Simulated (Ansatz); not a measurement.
Consider the ligand exchange at a Ta–Cl bond: `[NH]=[Ta]([NH2])([NH2])[Cl]` + NH₃ → `[NH]=[Ta]([NH2])([NH2])[NH2]` + HCl.

Calculated with Ansatz (gas phase, PBE0-D4/def2-TZVP geometries, no zero-point term in ΔE). CCSD(T)/CBS is the MP2 limit (def2-TZVPP, def2-QZVPP) plus CCSD(T) − MP2 in def2-TZVPP, frozen cores. This one scheme is used for every species. DFT in def2-TZVPP. B3LYP here is the variant with VWN-RPA as its local correlation; programs differ in this. HSE06 is defined as in plane-wave codes. def2 core potentials past Kr. For Ta outer-core shells are correlated without core-valence functions, which leaves a few kJ/mol of doubt a bond. One conformer a species, not always the lowest.

```json
{"level": "LDA (SPW92)", "ΔE (kJ/mol)": "95.7", "difference from CCSD(T)/CBS": "-4.9"}
{"level": "PBE-D4", "ΔE (kJ/mol)": "101.5", "difference from CCSD(T)/CBS": "0.9"}
{"level": "revPBE-D4", "ΔE (kJ/mol)": "101.0", "difference from CCSD(T)/CBS": "0.4"}
{"level": "BLYP-D4", "ΔE (kJ/mol)": "98.9", "difference from CCSD(T)/CBS": "-1.7"}
{"level": "r2SCAN-D4", "ΔE (kJ/mol)": "105.9", "difference from CCSD(T)/CBS": "5.3"}
{"level": "B97M-V", "ΔE (kJ/mol)": "109.7", "difference from CCSD(T)/CBS": "9.1"}
{"level": "PBE0-D4", "ΔE (kJ/mol)": "104.1", "difference from CCSD(T)/CBS": "3.5"}
{"level": "B3LYP-D4", "ΔE (kJ/mol)": "101.3", "difference from CCSD(T)/CBS": "0.7"}
{"level": "r2SCANh-D4", "ΔE (kJ/mol)": "106.2", "difference from CCSD(T)/CBS": "5.6"}
{"level": "r2SCAN0-D4", "ΔE (kJ/mol)": "106.5", "difference from CCSD(T)/CBS": "5.9"}
{"level": "HSE06-D4", "ΔE (kJ/mol)": "104.4", "difference from CCSD(T)/CBS": "3.8"}
{"level": "BHLYP-D4", "ΔE (kJ/mol)": "104.8", "difference from CCSD(T)/CBS": "4.2"}
{"level": "CAM-B3LYP-D4", "ΔE (kJ/mol)": "98.0", "difference from CCSD(T)/CBS": "-2.6"}
{"level": "ωB97X-V", "ΔE (kJ/mol)": "100.4", "difference from CCSD(T)/CBS": "-0.2"}
{"level": "ωB97M-V", "ΔE (kJ/mol)": "100.3", "difference from CCSD(T)/CBS": "-0.3"}
{"level": "PBE-QIDH", "ΔE (kJ/mol)": "107.4", "difference from CCSD(T)/CBS": "6.8"}
{"level": "PBE", "ΔE (kJ/mol)": "102.0", "difference from CCSD(T)/CBS": "1.4"}
{"level": "revPBE", "ΔE (kJ/mol)": "103.8", "difference from CCSD(T)/CBS": "3.2"}
{"level": "BLYP", "ΔE (kJ/mol)": "100.1", "difference from CCSD(T)/CBS": "-0.5"}
{"level": "PBE0", "ΔE (kJ/mol)": "104.4", "difference from CCSD(T)/CBS": "3.8"}
{"level": "r2SCANh", "ΔE (kJ/mol)": "106.5", "difference from CCSD(T)/CBS": "5.9"}
{"level": "r2SCAN0", "ΔE (kJ/mol)": "106.8", "difference from CCSD(T)/CBS": "6.2"}
{"level": "HSE06", "ΔE (kJ/mol)": "104.7", "difference from CCSD(T)/CBS": "4.1"}
{"level": "BHLYP", "ΔE (kJ/mol)": "104.1", "difference from CCSD(T)/CBS": "3.5"}
{"level": "CAM-B3LYP", "ΔE (kJ/mol)": "98.3", "difference from CCSD(T)/CBS": "-2.3"}
{"level": "LC-ωPBE", "ΔE (kJ/mol)": "98.3", "difference from CCSD(T)/CBS": "-2.3"}
{"level": "HF/def2-SVP", "ΔE (kJ/mol)": "109.2", "difference from CCSD(T)/CBS": "8.6"}
{"level": "MP2/def2-SVP", "ΔE (kJ/mol)": "106.1", "difference from CCSD(T)/CBS": "5.5"}
{"level": "CCSD/def2-SVP", "ΔE (kJ/mol)": "98.7", "difference from CCSD(T)/CBS": "-1.9"}
{"level": "CCSD(T)/def2-SVP", "ΔE (kJ/mol)": "99.2", "difference from CCSD(T)/CBS": "-1.4"}
{"level": "HF/def2-TZVPP", "ΔE (kJ/mol)": "106.9", "difference from CCSD(T)/CBS": "6.3"}
{"level": "MP2/def2-TZVPP", "ΔE (kJ/mol)": "108.1", "difference from CCSD(T)/CBS": "7.5"}
{"level": "SCS-MP2/def2-TZVPP", "ΔE (kJ/mol)": "105.2", "difference from CCSD(T)/CBS": "4.6"}
{"level": "CCSD/def2-TZVPP", "ΔE (kJ/mol)": "98.3", "difference from CCSD(T)/CBS": "-2.3"}
{"level": "CCSD(T)/def2-TZVPP", "ΔE (kJ/mol)": "99.6", "difference from CCSD(T)/CBS": "-1.0"}
{"level": "HF/def2-QZVPP", "ΔE (kJ/mol)": "106.4", "difference from CCSD(T)/CBS": "5.8"}
{"level": "MP2/def2-QZVPP", "ΔE (kJ/mol)": "108.4", "difference from CCSD(T)/CBS": "7.8"}
{"level": "SCS-MP2/def2-QZVPP", "ΔE (kJ/mol)": "105.7", "difference from CCSD(T)/CBS": "5.1"}
{"level": "HF/CBS(def2)", "ΔE (kJ/mol)": "106.3", "difference from CCSD(T)/CBS": "5.7"}
{"level": "CCSD/CBS(def2)", "ΔE (kJ/mol)": "99.3", "difference from CCSD(T)/CBS": "-1.3"}
{"level": "CCSD(T)/CBS", "ΔE (kJ/mol)": "100.6", "difference from CCSD(T)/CBS": "0"}
```

Largest T1 diagnostic among the species: 0.018.

From BLYP to BHLYP (50 % exact exchange), in def2-TZVPP and without D4, ΔE moves by +4.0 kJ/mol. Leaving LDA and LC-ωPBE aside and taking each functional with its dispersion term where it has one, the values spread over 11.6 kJ/mol, from CAM-B3LYP-D4 to B97M-V. LDA lies −6.3 kJ/mol from PBE without D4.
